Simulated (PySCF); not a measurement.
CF3, SMILES F[C](F)F (connectivity only; charge and spin as stated), charge +1, multiplicity 1. Geometry optimised at TPSSh-D3(BJ)/def2-TZVP. The spin state was assumed, not searched. The isomer is the one that the SMILES or the coordinates give; other isomers of the formula were not compared.

PySCF with TDDFT-PBE0/def2-SVPD puts the lowest singlet excitations at 8.59, 10.02, 10.02, 11.09, 11.09, 13.21 eV.

Problem. What are the lowest excitation roots from PySCF with ADC(2)/aug-cc-pVDZ? (Estimate from the structure and the level; the computed values follow.)

Solution. 8.70, 10.23, 10.23, 10.48, 10.48, 13.01 eV. S1 differs by 0.10 eV (second minus first; roots are paired by order, and the bases may differ).
